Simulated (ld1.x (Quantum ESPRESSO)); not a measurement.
**fluorine: variants of one ultrasoft potential**

Base potential:

- Element: F
- Generator: ld1.x (Quantum ESPRESSO) 7.5
- Type: ultrasoft
- Functional: PBE
- Relativity: scalar-relativistic
- Frozen core: [He]
- Valence charge: 7
- Reference configuration: 2s1.75 2p5.25
- Partial waves: 2s (bound): rcut 0.50, rcutus 0.65 bohr; 2s channel at -1.8 Ry: rcut 0.50, rcutus 0.65 bohr; 2p (bound): rcut 0.95, rcutus 1.30 bohr; 2p channel at -0.05 Ry: rcut 0.95, rcutus 1.30 bohr; 3d channel at 0.45 Ry: rcut 1.05, rcutus 1.15 bohr; 3d channel at 1.55 Ry: rcut 1.05, rcutus 1.15 bohr
- Local potential: all-electron potential smoothed inside 0.90 bohr (lloc = -1)
- Core correction: Bessel-smoothed model core, default radius (core density twice the valence density)
- Augmentation charge: PSQ, radius 0.40 bohr

All-electron outer shells of the reference configuration (PBE, scalar-relativistic, ld1.x):

```csv
shell,level (eV),outermost node (bohr),outermost maximum (bohr)
1s,-663.53,–,0.11
2s,-30.02,0.24,0.76
2p,-11.22,–,0.71
```

Cutoffs, loose and tight: the cutoffs (Ry, on a coarse ladder) from which the occupation-weighted sum of valence levels, in a spherical-Bessel basis at the reference potential, stays within 10 and 1 mRy of its value at 400 Ry. They do not see the model core or the augmentation charge, which bear on the density cutoff. Test errors are all-electron minus pseudo excitation energies from the reference, over the configurations 2s2 2p5; 2s2 2p4; 2s2 2p3; 2s1 2p6; 2s2 2p5.3; 2s2 2p4.5; 2s1 2p5. A dash means not determined; rows that change the core or the reference have their own tests.

A true bound ghost makes a file unfit for plane-wave use even where its test errors are small: the radial tests pick states by their node count and pass the ghost by.

The default core radius of the base comes out at 0.28 bohr.

| change | outcome | cutoff, loose | cutoff, tight | bound ghosts | largest test error (meV) |
| --- | --- | --- | --- | --- | --- |
| base | generated | 80 Ry | 110 Ry | none | +11 |
| fully relativistic | generated | 80 Ry | 110 Ry | none | +8.0 |
| reference 2s2 2p3 | generated | 80 Ry | 140 Ry | none | -36 |
| waves 2s (bound): rcut 0.50, rcutus 0.56 bohr; 2s channel at -1.8 Ry: rcut 0.50, rcutus 0.56 bohr | generated | 110 Ry | 160 Ry | none | +7.9 |
| wave 2s channel at -1.8 Ry: rcut 0.50, rcutus 0.65 bohr becomes 2s channel at -2 Ry: rcut 0.50, rcutus 0.65 bohr | generated | 80 Ry | 110 Ry | none | -17 |
| core correction Bessel-smoothed model core inside 0.40 bohr | generated | 80 Ry | 110 Ry | none | +22 |
| augmentation built from norm-conserving waves at rcut, not smoothed further | generated | 80 Ry | 110 Ry | none | +57 |
| local potential all-electron potential smoothed inside 1.15 bohr (lloc = -2) | generated | 80 Ry | 110 Ry | none | -11 |

(1) What comes out with this change to the base: all radii but the core radius scaled by about 0.87 (s 0.56, p 1.14, d 1.00 bohr, rcut 0.44/0.84/0.92); local potential all-electron potential smoothed inside 0.78 bohr (lloc = -1); augmentation PSQ, radius 0.34 bohr?

Results:

(1) outcome: generated; cutoff, loose: 140 Ry; cutoff, tight: 160 Ry; bound ghosts: s; largest test error (meV): +7.6.
